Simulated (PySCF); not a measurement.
**Oxygen: a sound run and one with changed settings**

Sound run: O(2+) [He] 2s2 2p2, O(3+) [He] 2s2 2p1. All numbers are calculated (PySCF 2.14, the spin-free X2C one-electron Hamiltonian (Gaussian nucleus), in jorge-DZP-DKH). In the sound run the correlated levels freeze 1s2. The sound run starts from symmetry-adapted Hartree-Fock orbitals and uses a fine grid where one is needed.

Changed run: all electrons correlated in a basis built for the valence shell.

```tsv
species	method	sound run (hartree)	changed run (hartree)	converged
O(2+)	MP2	-73.19471	-73.20818	yes
O(2+)	CCSD(T)	-73.21727	-73.23137	yes
O(3+)	MP2	-71.17499	-71.18838	yes
O(3+)	CCSD(T)	-71.20644	-71.22034	yes
```

Ionisation energy of O(2+):

```
 method  sound run (eV)  changed run (eV)
    UHF          54.847            54.847
    MP2          54.959            54.962
SCS-MP2          54.868            54.869
   CCSD          54.715            54.722
CCSD(T)          54.717            54.723
```

A valence basis has no tight correlating functions, so it recovers only part of the core correlation, and not evenly between atom and ion.

For comparison, NIST gives 54.936 eV between the lowest levels.
